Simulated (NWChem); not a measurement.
Molecule: GeH$_{3}$SeCl; SMILES [GeH3][Se]Cl

```xyz
6

Se    -0.8082     0.6353     0.0000
Cl     1.0734     1.7787     0.0000
Ge     0.2481    -1.4837     0.0000
H      1.1040    -1.6182     1.2667
H     -0.9186    -2.4869     0.0000
H      1.1040    -1.6182    -1.2667
```
Atoms are numbered in this order, from 1.

Level: PBE0/def2-SVP (NWChem), optimised geometry, unscaled harmonic frequencies. This build's default masses of Se (78.918 u) and Br (79.917 u) are each other's, which moves their modes by up to 0.6 %.

| frequency (cm⁻¹) | IR intensity (km/mol) |
|---|---|
| 102 | 1.0 |
| 124 | 0.0 |
| 282 | 7.7 |
| 408 | 11.9 |
| 528 | 11.7 |
| 541 | 8.2 |
| 807 | 231.3 |
| 859 | 37.8 |
| 881 | 36.1 |
| 2163 | 70.3 |
| 2182 | 68.4 |
| 2184 | 87.9 |

```json
{
  "zero_point_energy": "15.8 kcal/mol",
  "thermal correction to the enthalpy at 298.15 K (with zero-point energy)": "19.9 kcal/mol",
  "heat capacity Cv": "17.1 cal/(mol K)",
  "entropy at 298.15 K and 1 atm (symmetry number 1)": "80.1 cal/(mol K)",
  "dipole_moment": "2.09 D"
}
```

Rigid rotor and harmonic oscillator.
